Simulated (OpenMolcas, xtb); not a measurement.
## A ladder of methods for CHClFNOSi (SMILES O=C=N[SiH](F)Cl)

CHClFNOSi: 7 atoms, total charge 0, spin state singlet. SMILES: `O=C=N[SiH](F)Cl`. The shape is that of a PBE0-D4/def2-TZVP optimisation. This is one conformer, not always the lowest.

```csv
atom,x (Å),y (Å),z (Å)
O,0.8152,-2.3575,1.6587
C,0.5122,-1.5597,0.8746
N,0.1993,-0.7710,0.0283
Si,-0.2742,0.7220,-0.5967
F,0.9177,1.2927,-1.4644
Cl,-0.6529,2.0336,0.9040
H,-1.4561,0.5717,-1.4502
```

Quantity: the HOMO–LUMO gap, in eV. The values are calculated.

```csv
level,kind,program,value (eV)
GFN1-xTB,semi-empirical,xtb,6.41
HF/6-31G* (spherical functions),Hartree–Fock,OpenMolcas,16.44
SVWN5/6-31G* (spherical functions),LDA,OpenMolcas,6.67
BLYP/6-31G* (spherical functions),GGA,OpenMolcas,6.75
M06-L/6-31G* (spherical functions),meta-GGA,OpenMolcas,7.49
PBE0/6-31G* (spherical functions),global hybrid,OpenMolcas,9.19
B2PLYP/6-31G* (spherical functions),double hybrid,OpenMolcas,11.88
```

The values span 6.41 to 16.44 eV. Orbital gaps aren't excitation energies, and those of double hybrids come from the SCF part alone; they tend to grow with the share of exact exchange.
